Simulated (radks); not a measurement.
The numbers below are computed, except where a source is named.
Fractional charge and spin in the 4p shell of palladium: the spin-up occupation runs from 2 to 3 and the spin-down occupation from 2 to 3; the fullest corner is Pd2+, [Ar] 3d10 4s2 4d(up 4, down 4) 4p(up 3, down 3). Code: a radial shooting solver on a logarithmic mesh with Libxc functionals. Model: scalar-relativistic Kohn-Sham, PBE, spin-polarised, spherical densities, finite nucleus; Fermi nuclear charge, rms radius of each element as measured or else 0.836 A^(1/3) + 0.57 fm. Energy (eV) above the fullest corner. The planes named below are the two flat planes that join the four corners, with an edge along up + down = one added electron.

\begin{tabular}{lrrrrr}
down \ up & 2 & 2.25 & 2.5 & 2.75 & 3 \\ \hline
2 & 186.069 & 158.911 & 132.864 & 107.912 & 84.038 \\
2.25 & 158.911 & 132.934 & 108.052 & 84.246 & 61.499 \\
2.5 & 132.864 & 108.052 & 84.316 & 61.636 & 39.994 \\
2.75 & 107.912 & 84.246 & 61.636 & 40.062 & 19.502 \\
3 & 84.038 & 61.499 & 39.994 & 19.502 & 0.000 \\
\end{tabular}

Corners above the fullest one (they belong to Pd3+ and the next ion): (up 3, down 2) 84.038 eV, (up 2, down 3) 84.038 eV, (up 2, down 2) 186.07 eV. With half an added electron in each spin the energy lies 0.278 eV from the planes, and with half an added electron in spin up alone -2.190 eV. The planes are only a guide here: the flat-plane condition holds for ground states with one frontier orbital, while this shell lies below other occupied shells, so the corners above the fullest one are inner-hole states and not the ground states of those ions.
